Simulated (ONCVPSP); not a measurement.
How hard is this Sb ONCV potential?

```json
{
 "Element": "Sb",
 "Generator": "ONCVPSP 4.0.1",
 "Type": "optimised norm-conserving Vanderbilt (ONCV)",
 "Functional": "PBEsol",
 "Relativity": "fully relativistic",
 "Frozen core": "[Ar] 3d10",
 "Valence charge": "23",
 "Reference configuration": "4s2 4p6 4d10 5s2 5p3",
 "Partial waves": "4s+5s: rc 1.30 bohr, ncon 4, nbas 8, qcut 10.6 1/bohr, 2 projectors; 4p+5p: rc 1.35 bohr, ncon 3, nbas 6, qcut 9 1/bohr, 2 projectors; 4d: rc 0.95 bohr, ncon 3, nbas 7, qcut 9.2 1/bohr, 2 projectors, debl 0.8 Ha; f scattering state at 0.34 Ha: rc 1.20 bohr, ncon 3, nbas 6, qcut 8.4 1/bohr, 2 projectors, debl 1.8 Ha",
 "Local potential": "polynomial inside 0.85 bohr (lpopt 5, dvloc0 -1 Ha)",
 "Core correction": "Teter function, fcfact 3, rcfact 1.4"
}
```

Open shells are filled in proportion to 2j + 1.

In the d channel the program set the typed energies aside and used -1.210, 0.250 Ha (j = l + 1/2; the other j can differ).

Task: For each optimised wave give the share of its norm inside rc, the residual kinetic energy above qcut (Ha) and the cutoffs (Ha) for errors of 10, 1, 0.1 and 0.01 mHa per electron.

Result:

```tsv
wave	norm inside rc	residual KE	10 mHa	1 mHa	0.1 mHa	0.01 mHa
4s	0.957	5.2e-07	31.0	39.0	45.4	50.0
5s	0.083	1.1e-06	27.5	37.5	45.3	50.8
4p j=3/2	0.933	1.8e-06	20.3	25.1	29.1	33.1
5p j=3/2	0.041	2.2e-06	15.4	20.7	24.8	29.2
4p j=1/2	0.947	9.6e-07	21.9	27.2	31.7	35.4
5p j=1/2	0.048	1.6e-06	16.8	22.5	27.1	30.8
4d j=5/2	0.474	2.4e-03	36.4	49.1	191.4	298.9
d projector 2 j=5/2	0.026	2.3e-04	25.9	36.5	46.1	83.0
4d j=3/2	0.487	2.8e-03	37.0	59.7	196.0	339.3
d projector 2 j=3/2	0.026	2.6e-04	26.3	37.0	46.9	91.9
f projector 1 j=7/2	0.004	1.6e-04	11.2	26.5	39.2	107.1
f projector 2 j=7/2	0.246	4.4e-02	42.1	81.1	182.5	not reached
f projector 1 j=5/2	0.004	1.7e-04	11.3	26.6	39.4	107.4
f projector 2 j=5/2	0.246	4.4e-02	42.2	82.0	183.9	not reached
```

The occupied waves need 60 Ha and 196 Ha for 1 and 0.1 mHa. Rows with under 1 % of the norm inside rc give no meaningful cutoff.
